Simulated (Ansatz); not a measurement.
CH3BOSTe (`SB1OC[Te]1`), 8 atoms. The species carries charge 0 and has multiplicity 1. Correlated methods include outer-core shells of Te, which these sets cover unevenly. Te takes the def2 core potential. All runs use 4 threads of a server CPU on a shared host. Correlated methods freeze the cores.

**Question.** How many basis functions does each run have, and how long does it take in Ansatz? RKS PBE0-D4/def2-TZVP frequencies; RHF-CCSD(T)/def2-TZVPP energy; RKS PBE-D4/def2-TZVPP energy and forces; direct RPA on PBE orbitals/def2-TZVPP energy; RKS revPBE-D4/def2-TZVPP energy; RKS PBE-QIDH (frozen core)/def2-TZVPP energy; RKS PBE0-D4/def2-TZVP relaxation (7 steps); RKS ωB97M-V/def2-QZVPP energy; RKS ωB97M-V/def2-SVP energy; RKS PBE0-D4/def2-SVP energy; RKS CAM-B3LYP-D4/def2-TZVPP energy; RHF-MP2/def2-QZVPP energy. (An estimate is asked.)

**Answer.** Ansatz gave: Other jobs shared the machine, so times are rough.

| level | job | functions | wall time | peak host memory (GiB) |
| --- | --- | --- | --- | --- |
| RKS PBE0-D4/def2-SVP | energy | 101 | 1.4 s | 0.22 |
| RKS revPBE-D4/def2-TZVPP | energy | 227 | 2 s | 0.3 |
| RKS PBE-D4/def2-TZVPP | energy and forces | 227 | 2.6 s | 0.3 |
| RKS CAM-B3LYP-D4/def2-TZVPP | energy | 227 | 3.5 s | 0.66 |
| direct RPA on PBE orbitals/def2-TZVPP | energy | 227 | 6 s | 0.6 |
| RKS PBE-QIDH (frozen core)/def2-TZVPP | energy | 227 | 6 s | 0.62 |
| RKS ωB97M-V/def2-SVP | energy | 101 | 6 s | 0.33 |
| RHF-MP2/def2-QZVPP | energy | 413 | 19 s | 2.2 |
| RKS ωB97M-V/def2-QZVPP | energy | 413 | 20 s | 1.8 |
| RKS PBE0-D4/def2-TZVP | relaxation (7 steps) | 198 | 31 s | 0.56 |
| RKS PBE0-D4/def2-TZVP | frequencies | 198 | 2.3 min | 0.57 |
| RHF-CCSD(T)/def2-TZVPP | energy | 227 | 3 min | 4.2 |
